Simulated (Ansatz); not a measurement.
Start from `[CH3][Al]([CH3])[AlH][Cl]` and change one atom or group to get `[CH3][Al]([CH3])[CH2]S`.

Ansatz, PBE0-D4/def2-TZVP geometries, multiplicity 1. Each molecule was computed in one conformer, which needn't be the lowest.

| property | `[CH3][Al]([CH3])[AlH][Cl]` |
| --- | --- |
| HOMO–LUMO gap (PBE/def2-TZVPP) / eV | 2.50 |
| LUMO energy (PBE/def2-TZVPP) / eV | -3.17 |
| HOMO energy (B3LYP/def2-TZVPP) / eV | -6.54 |
| LUMO energy (B3LYP/def2-TZVPP) / eV | -2.62 |
| HOMO–LUMO gap (PBE0/def2-TZVPP) / eV | 4.25 |
| size of the dipole moment (ωB97M-V/def2-TZVPP) / D | 2.56 |

Task: Give the same properties after the change, and the shifts. (An estimate is asked.)

Result: Ansatz gave: 
```tsv
property	`[CH3][Al]([CH3])[CH2]S`	shift
HOMO–LUMO gap (PBE/def2-TZVPP) / eV	4.68	2.18
LUMO energy (PBE/def2-TZVPP) / eV	-0.97	2.20
HOMO energy (B3LYP/def2-TZVPP) / eV	-6.62	-0.08
LUMO energy (B3LYP/def2-TZVPP) / eV	-0.34	2.28
HOMO–LUMO gap (PBE0/def2-TZVPP) / eV	6.75	2.50
size of the dipole moment (ωB97M-V/def2-TZVPP) / D	0.98	-1.58
```

With PBE0 the HOMO falls by 0.10 eV and the LUMO rises by 2.40 eV, so the gap widens by about 2.50 eV. PBE moves the HOMO by 0.02 eV and ωB97M-V by -0.37 eV. Dipoles are sizes alone; their direction can turn.

B3LYP here is the variant with VWN-RPA as its local correlation; programs differ in this.
